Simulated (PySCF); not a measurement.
Isomers of C2H7PSi, one GFN2-xTB conformer each. Single-point energies are computed at PBE0/pcSseg-1 (PySCF, gas phase, no added dispersion term), electronic only.

| SMILES | GFN2-xTB relative energy (kJ/mol) |
| --- | --- |
| P[SiH]1CC1 | 50.1 |
| [H]/P=C(/C)[SiH3] | 0.0 |

Conformers: `[PH2:1][SiH:2]1[CH2:3][CH2:4]1` with H–P1–Si2–C3 -162° and 106°.

Question: What does PBE0/pcSseg-1 give for the same structures?

Answer: 
```tsv
SMILES	PBE0/pcSseg-1 E (Eh)	PBE0/pcSseg-1 (kJ/mol)	GFN2-xTB (kJ/mol)	point group
P[SiH]1CC1	-710.84478	0.0	50.1	Cs
[H]/P=C(/C)[SiH3]	-710.83915	14.8	0.0	near Cs
```

GFN2-xTB puts [H]/P=C(/C)[SiH3] lowest instead. As drawn, the lower has a three-membered ring, which the higher lacks.

Question: Which frontier levels, dipoles and rotational constants go with these structures?

Answer: 
| SMILES | HOMO (eV, PBE0/pcSseg-1) | LUMO (eV) | dipole (D) | A, B, C (MHz) |
| --- | --- | --- | --- | --- |
| P[SiH]1CC1 | -6.89 | 0.26 | 0.83 | 10420, 2390, 2344 |
| [H]/P=C(/C)[SiH3] | -7.38 | -1.84 | 1.02 | 6228, 2973, 2086 |
